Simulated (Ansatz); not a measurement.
The cluster Mo3Se8. The state is a singlet with charge 0. Geometry PBE-D4/def2-SVP; atoms count from 1.

```
atom   x (Å)   y (Å)   z (Å)
 Mo1  -0.599  -1.345   0.121
 Mo2  -0.077   1.224  -0.822
 Mo3   0.768   0.392   1.491
 Se4   2.158   1.786   0.047
 Se5   0.018   0.841  -3.265
 Se6  -0.127   1.270   3.389
 Se7   1.395  -1.967   1.426
 Se8  -2.329  -1.129   1.545
 Se9   1.058  -0.998  -2.136
Se10  -1.578   2.559   0.195
Se11  -0.686  -2.634  -1.989
```

In the def2 sets Mo takes a core potential; there is no spin–orbit coupling. Single mean-field runs in def2-TZVP are fitted with def2-universal-jkfit. The restricted singlet is unstable towards broken spin symmetry in Hartree–Fock (as tested in another run); at PBE0-D4/def2-TZVP this wasn't settled. Another isomer (singlet) lies 0.41 eV lower at PBE0-D4/def2-TZVP; other spin states weren't run for this one.

Estimate the Mulliken populations from the PBE0/def2-TZVP orbitals of Ansatz.


```tsv
atom	charge (e)	d electrons
Mo1	0.26	4.60
Mo2	0.26	4.60
Mo3	0.68	4.47
Se4	-0.23	–
Se5	-0.14	–
Se6	-0.32	–
Se7	-0.23	–
Se8	-0.16	–
Se9	0.18	–
Se10	-0.16	–
Se11	-0.14	–
```
Mulliken values depend strongly on the basis.

And the Mayer bond orders between heavy atoms (over 0.3)?

Mo1–Mo2 0.87 (2.79 Å); Mo1–Mo3 0.84 (2.60 Å); Mo1–Se7 1.13 (2.46 Å); Mo1–Se8 2.06 (2.25 Å); Mo1–Se9 0.35 (2.82 Å); Mo1–Se11 1.01 (2.47 Å); Mo2–Mo3 0.84 (2.60 Å); Mo2–Se4 1.13 (2.46 Å); Mo2–Se5 1.01 (2.47 Å); Mo2–Se9 0.35 (2.82 Å); Mo2–Se10 2.06 (2.25 Å); Mo3–Se4 1.03 (2.44 Å); Mo3–Se6 1.95 (2.27 Å); Mo3–Se7 1.03 (2.44 Å); Se5–Se9 1.02 (2.40 Å); Se9–Se11 1.02 (2.40 Å).
